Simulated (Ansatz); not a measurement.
Reaction (ligand exchange at the Si–N bond): `CC(C)=N[SiH3]` + `OBCl` → `[SiH3]OBCl` + `CC(C)=N`

Calculated with Ansatz (gas phase, PBE0-D4/def2-TZVP geometries, no zero-point term in ΔE). CCSD(T)/CBS is the MP2 limit (def2-TZVPP, def2-QZVPP) plus CCSD(T) − MP2 in def2-TZVPP, frozen cores. This one scheme is used for every species. DFT in def2-TZVPP. Each species was taken in one conformer, which may not be the lowest.

Problem. Is it downhill or uphill in electronic energy at CCSD(T)/CBS, and by how much? (Best estimate.)

Solution. Computed: Downhill: ΔE = -13.9 kcal/mol.

Problem. What do these levels give: PBE-D4, B2PLYP, PBE, PBE0, HF/def2-QZVPP, SCS-MP2/def2-QZVPP? (Best estimate.)

Solution. The calculation gave: PBE-D4 -10.7, B2PLYP -13.8, PBE -11.1, PBE0 -12.1, HF/def2-QZVPP -17.0, SCS-MP2/def2-QZVPP -14.5 kcal/mol.

Largest T1 diagnostic among the species: 0.012.

From PBE to PBE0 (25 % exact exchange), in def2-TZVPP and without D4, ΔE moves by −1.0 kcal/mol. In def2-TZVPP, CCSD(T) changes the Hartree–Fock value by +2.8 kcal/mol (the triples alone add +0.6 kcal/mol) and MP2 by +3.3 kcal/mol.
